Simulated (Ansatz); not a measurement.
Ansatz (a program for electronic structure) input:

Ansatz 0.2 input:
```yaml
crystal:
  periodic: [false, false, false]
  atoms:
    - {symbol: Re, position_ang: [0.00000000, -0.00000000, -0.00000000]}
    - {symbol: F, position_ang: [0.96866592, -0.63451178, -1.46249917]}
    - {symbol: F, position_ang: [-0.96866592, 0.63451178, 1.46249917]}
    - {symbol: F, position_ang: [0.09656803, 1.73151991, -0.68726713]}
    - {symbol: F, position_ang: [-0.09656803, -1.73151991, 0.68726713]}
basis:
  gaussian:
    orbitals: def2-SVPD
magnetization: {spin_polarized: true, initial_magnetization: 3}
correlation: {method: ccsd_t, electrons: outside_noble_gas}
output: {forces: true}
```

Question: Which total energy does the run end on?

Answer: -476.07584 Eh (CCSD(T)/def2-SVPD). The basis has 127 functions.

The spin state was set by rule; other spins were not relaxed.
